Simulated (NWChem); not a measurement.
System: CH6O2Si2; SMILES C1O[SiH2]O[SiH2]1

Parts of the log:

```
             Northwest Computational Chemistry Package (NWChem) 7.3.0
             --------------------------------------------------------

                             Geometry "geometry" -> ""
                             -------------------------

 Output coordinates in angstroms (scale by  1.889725989 to convert to a.u.)

  No.       Tag          Charge          X              Y              Z
 ---- ---------------- ---------- -------------- -------------- --------------
    1 C                    6.0000    -1.44299200     0.51704300     0.00000000
    2 O                    8.0000    -1.14991600    -0.89883200     0.00000000
    3 Si                  14.0000     0.45389700    -1.35555700     0.00000000
    4 O                    8.0000     1.25994700     0.10891100     0.00000000
    5 Si                  14.0000     0.24904200     1.44446300     0.00000000
    6 H                    1.0000    -2.05146100     0.74608100     0.88341300
    7 H                    1.0000    -2.05146100     0.74608100    -0.88341300
    8 H                    1.0000     0.79126100    -2.13913700     1.21400500
    9 H                    1.0000     0.79126100    -2.13913700    -1.21400500
   10 H                    1.0000     0.46443300     2.28131100    -1.20944600
   11 H                    1.0000     0.46443300     2.28131100     1.20944600

 Effective nuclear repulsion energy (a.u.)     313.0082121728

  xc_inp: hfexch multiplicative factor not found.
                              NWChem Property Module
                              ----------------------

  itol2e modified to match energy
  convergence criterion.

                                 NWChem DFT Module
                                 -----------------

 Summary of "ao basis" -> "ao basis" (spherical)
 ------------------------------------------------------------------------------
       Tag                 Description            Shells   Functions and Types
 ---------------- ------------------------------  ------  ---------------------
 C                           sto-3g                  3        5   2s1p
 O                           sto-3g                  3        5   2s1p
 Si                          sto-3g                  5        9   3s2p
 H                           sto-3g                  1        1   1s

  itol2e modified to match energy
  convergence criterion.

[...]

          -----------------------------------------
          Chemical Shielding Tensors (GIAO, in ppm)
          -----------------------------------------

                                NWChem CPHF Module
                                ------------------

  scftype          =     RHF
  nclosed          =       28
  nopen            =        0
  variables        =      308
  # of vectors     =        3
  tolerance        = 0.10D-03
  level shift      = 0.00D+00
  max iterations   =       50
  max subspace     =       30

 SCF residual:    8.3018148126044088E-005

Iterative solution of linear equations
  No. of variables      308
  No. of equations        3
  Maximum subspace       30
        Iterations       50
       Convergence  1.0D-04

   iter   nsub   residual    time
   ----  ------  --------  ---------
     1      3    2.19D+00       9.7
     2      6    1.10D-01      10.2
     3      9    1.53D-02      10.9
     4     12    4.95D-03      11.5
     5     15    6.48D-04      12.2
     6     18    1.01D-04      12.8
     7     21    2.55D-05      13.5

      Atom:    1  C
        Diamagnetic
    253.7096      0.0781      0.0000
      0.0781    252.0405     -0.0000
      0.0000     -0.0000    243.4933

        Paramagnetic
    -63.7143    -17.2625      0.0000
    -17.2625     -3.6739      0.0000
      0.0000      0.0000    -67.2151

        Total Shielding Tensor
    189.9952    -17.1844      0.0000
    -17.1844    248.3666      0.0000
      0.0000      0.0000    176.2782

           isotropic =     204.8800
          anisotropy =      72.2548

          Principal Components and Axis System
                 1           2           3
              253.0498    185.3119    176.2782

      1        -0.2629      0.9648      0.0000
      2         0.9648      0.2629      0.0000
      3         0.0000      0.0000      1.0000

      Atom:    2  O
        Diamagnetic
    391.6772    -12.7627     -0.0000
    -12.7627    393.8621     -0.0000
     -0.0000     -0.0000    354.6181

        Paramagnetic
     23.4735     81.4374      0.0000
     81.4374    147.8161     -0.0000
      0.0000     -0.0000     74.0135

        Total Shielding Tensor
    415.1507     68.6747      0.0000
     68.6747    541.6781     -0.0000
      0.0000     -0.0000    428.6316

           isotropic =     461.8201
          anisotropy =     164.9509

          Principal Components and Axis System
                 1           2           3
              571.7874    428.6316    385.0414

      1         0.4015      0.0000      0.9158
      2         0.9158      0.0000     -0.4015
      3         0.0000      1.0000      0.0000

      Atom:    3  Si
        Diamagnetic
    868.8090     -0.6090     -0.0000
     -0.6090    870.5217     -0.0000
     -0.0000     -0.0000    859.9774

        Paramagnetic
   -227.7135     31.4788     -0.0000
     31.4788   -284.1978     -0.0000
     -0.0000     -0.0000   -377.6350

        Total Shielding Tensor
    641.0956     30.8697     -0.0000
     30.8697    586.3239     -0.0000
     -0.0000     -0.0000    482.3424

           isotropic =     569.9206
          anisotropy =     127.5834

          Principal Components and Axis System
                 1           2           3
              654.9762    572.4432    482.3424

      1         0.9120     -0.4101      0.0000
      2         0.4101      0.9120      0.0000
      3         0.0000      0.0000      1.0000

      Atom:    4  O
        Diamagnetic
    378.5861     -2.3153     -0.0000
     -2.3153    405.8928      0.0000
     -0.0000      0.0000    353.6533

[...]
```

Level: Hartree-Fock/STO-3G, GIAO. STO-3G and 3-21G are far too small for this property and stand as cheap habits. All runs use the structure optimised with B3LYP/6-31G* (spherical d). The output numbers the shielded atoms by their place in the input's list. The printed shielding anisotropy is the first printed principal value minus the mean of the other two.

Problem. Reconstruct the input file.

Solution. One answer among several that fit: the input that was run:
```
start job
memory heap 200 mb stack 900 mb global 1100 mb
geometry units angstroms noautosym nocenter noautoz
  C     -1.442992     0.517043     0.000000
  O     -1.149916    -0.898832     0.000000
  Si     0.453897    -1.355557     0.000000
  O      1.259947     0.108911     0.000000
  Si     0.249042     1.444463     0.000000
  H     -2.051461     0.746081     0.883413
  H     -2.051461     0.746081    -0.883413
  H      0.791261    -2.139137     1.214005
  H      0.791261    -2.139137    -1.214005
  H      0.464433     2.281311    -1.209446
  H      0.464433     2.281311     1.209446
end
basis spherical
  * library sto-3g
end
dft
  xc hfexch
  iterations 150
end
property
  shielding 8 1 2 3 4 5 6 8 10
end
task dft property
```
